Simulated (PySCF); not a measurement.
This script is equivalent to a calculation on Au (gold, neutral).

```python
from pyscf import gto, scf, dft, mp, cc
import basis_set_exchange as bse
mol = gto.M(atom="Au 0 0 0", charge=0, spin=1, symmetry="D2h",
            basis=gto.basis.parse(bse.get_basis("x2c-TZVPPall", elements=["Au"], fmt="nwchem", augment_diffuse=1)),
            nucmod="G")
mf = scf.UHF(mol).sfx2c1e()
mf.irrep_nelec = {'Ag': (12, 11), 'B1g': (3, 3), 'B2g': (3, 3), 'B3g': (3, 3), 'Au': (1, 1), 'B1u': (6, 6), 'B2u': (6, 6), 'B3u': (6, 6)}
mf.kernel()
```

Problem. What total energy does it give?

Solution. -19008.78353 hartree (calculated).

Problem. Which occupied shell lies highest, and where?

Solution. 6s α, at -7.975 eV.

Problem. What is ⟨S²⟩, and what would a pure spin state give?

Solution. 0.753, against 0.75.

Spin-orbit coupling, which splits the p, d and f shells strongly at this Z, is absent.
